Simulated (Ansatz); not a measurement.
`C[CH]1[GeH2][B]1F`, charge 0, multiplicity 1.

**Question.** Give a relaxed structure at PBE0-D4/def2-TZVP (Ansatz). (Best estimate.)

**Answer.** The calculation gave: 
Z-matrix (Å, degrees):
```
C
C 1 1.506
H 1 1.095 2 110.5
H 1 1.091 2 111.6 3 119.4
H 1 1.093 2 111.7 3 -119.5
Ge 2 2.202 1 136.5 3 178.3
B 2 1.487 1 126.0 3 -97.0
H 2 1.091 1 114.5 3 64.3
H 6 1.531 2 101.5 1 -113.2
H 6 1.540 2 121.6 1 9.3
F 7 1.320 2 133.7 1 12.9
```
This is one stationary point; other conformers may exist.
